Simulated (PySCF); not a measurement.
## How methods differ on the ionisation energy of Ge⁺

Ge⁺ [Ar] 3d10 4s2 4p1 (2P) → Ge²⁺ [Ar] 3d10 4s2 (1S), as a difference of total energies. Calculation: PySCF 2.14, in aug-pcseg-2; no relativity, point nucleus. Correlated levels: valence: [Ar] 3d10 frozen. The calculations carry no spin-orbit coupling.

Q: Order these methods by the ionisation energy they give, lowest first.
A. LDA
B. M06-L
C. PBE0
D. UHF

A: D (15.257 eV), B (15.575 eV), C (15.811 eV), A (15.911 eV).

These non-relativistic numbers lack the scalar-relativistic shift.

Errors of the correlated levels include the incompleteness of this basis and the frozen core.

For comparison: 15.789 eV (measured; NIST levels, between the centres of gravity of the two terms).
